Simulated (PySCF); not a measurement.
## Exercise with solution: oscillator strength and radiative lifetime

MoO₂FBr, SMILES [O]=[Mo](=[O])([F])[Br], multiplicity 1.

Coordinates come from a B3LYP-D3(BJ)/def2-SVP optimisation. The spin state was assumed, not searched. The structure was generated by enumeration; whether it is a known compound was not checked. The def2 effective core potentials stand for the cores of Mo; spin–orbit coupling is left out.

TDDFT-PBE/def2-SVPD (PySCF) puts the first singlet state with f over 0.02 at 4.54 eV (vertical), with the transition dipole (-0.005, -0.588, 0.000) in atomic units.

Problem. Find the oscillator strength, the wavelength and the radiative lifetime that this transition would have in vacuum if emission retraced absorption.

Solution. 
|μ|² = 0.3458 au, so |μ| = 1.49 D. ΔE = 4.54/27.211 = 0.1668 hartree. f = (2/3) ΔE |μ|² = 0.038 (the program prints 0.038).
λ = 1239.84/4.54 = 273 nm; ν = 36618 cm⁻¹.
Einstein's coefficient A = 0.6670 ν² f s⁻¹ (ν in cm⁻¹) = 3.4e7 s⁻¹, so τ = 1/A = 29 ns. This state is S5; the lower singlets have f = 0.000, 0.004, 0.003, 0.001. The figure is the radiative limit of this one transition; relaxation, internal conversion, crossing to triplets and a medium change what is measured.
